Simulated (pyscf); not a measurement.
# cyclic H₅O₃Si₃ (SMILES O1[SiH]O[SiH2]O[SiH2]1), doublet

Gas-phase minimum from PySCF at ωB97X-D3(BJ)/def2-SVP, one conformer. Other isomers of cyclic H₅O₃Si₃ (SMILES O1[SiH]O[SiH2]O[SiH2]1) [doublet] were not searched in full and may lie lower. 

```xyz
11

O      0.1904     0.3547     1.3329
Si     0.3511    -1.1405     0.6030
O     -0.6531    -1.1254    -0.7333
Si    -1.8898    -0.1077    -1.1954
O     -1.9053     1.1695    -0.1309
Si    -0.9296     1.5761     1.1525
H      1.7702    -1.2986     0.1369
H     -1.6227     0.3850    -2.5683
H     -3.1860    -0.8242    -1.1191
H     -1.7554     1.6866     2.3794
H     -0.2187     2.8446     0.8615
```
Charge 0, spin multiplicity 2.

Bonds (Å): O1–Si2 1.672, O1–Si6 1.667, Si2–O3 1.672, Si2–H7 1.502, O3–Si4 1.667, Si4–O5 1.663, Si4–H8 1.483, Si4–H9 1.483, O5–Si6 1.663, Si6–H10 1.483, Si6–H11 1.483. Bond angles (°): Si2–O1–Si6 132.3, O1–Si2–O3 106.4, O1–Si2–H7 108.7, O3–Si2–H7 108.7, Si2–O3–Si4 132.3, O3–Si4–O5 107.4, O3–Si4–H8 109.0, O3–Si4–H9 109.8, O5–Si4–H8 109.8, O5–Si4–H9 109.3, H8–Si4–H9 111.4, Si4–O5–Si6 132.6, O1–Si6–O5 107.4, O1–Si6–H10 109.8 (the first ones only).

Properties at ωB97X-D3(BJ)/def2-SVP:

```yaml
harmonic_wavenumbers_unscaled: 65, 67, 106, 291, 293, 512, 633, 649, 663, 700, 724, 727, 730, 756, 768, 877, 996, 996, 1018, 1030, 1062, 1076, 2130, 2297, 2300, 2302, 2309 cm⁻¹
zero_point_energy: 37.3 kcal/mol
rotational_symmetry_number: 1
Entropy of this conformer at 298 K and 1 atm, rigid rotor and harmonic oscillator, modes under 100 cm⁻¹ raised to 100: 366.0 J/(mol K)
dipole_moment: 0.18 D
Spin expectation value S2: 0.752
```

Single-point totals, which compare only within one level:

```json
[
 {"level": "ωB97X-D3(BJ)/def2-TZVP", "total energy (hartree)": "-1097.62918"},
 {"level": "PBE/def2-TZVP", "total energy (hartree)": "-1096.82174"},
 {"level": "r²SCAN/def2-TZVP", "total energy (hartree)": "-1097.34171"},
 {"level": "B3LYP-D3(BJ)/def2-TZVP", "total energy (hartree)": "-1097.60775"},
 {"level": "PBE0-D3(BJ)/def2-TZVP", "total energy (hartree)": "-1096.92076"},
 {"level": "M06-2X/def2-TZVP", "total energy (hartree)": "-1097.39174"},
 {"level": "ωB97M-D3(BJ)/def2-TZVP", "total energy (hartree)": "-1097.70122"}
]
```
